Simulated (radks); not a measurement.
The numbers below are computed, except where a source is named.
Q: O2.5+, configuration [He] 2p(up 1.5, down 1.5) 2s(up 0.5, down 0) (fractional occupations, a model configuration). Code: a radial shooting solver on a logarithmic mesh with Libxc functionals. Model: scalar-relativistic Kohn-Sham, r2SCAN, spin-polarised, spherical densities, finite nucleus; meta-GGA in the generalised Kohn-Sham scheme; Fermi nuclear charge, rms radius 2.6991 fm. Some entries of the table are withheld. Estimate them.

orbital  occ.  eigenvalue (hartree)  <r> (bohr)
1s up       1             -21.18323      0.1989
1s down     1             -21.16266      0.1990
2s up     0.5                   (1)       1.005
2s down     0                   (2)       1.014
2p up     1.5              -1.97640      0.9680
2p down   1.5              -1.91062      0.9769

A: 
(1) 2s up eigenvalue (hartree): -2.57738
(2) 2s down eigenvalue (hartree): -2.48966
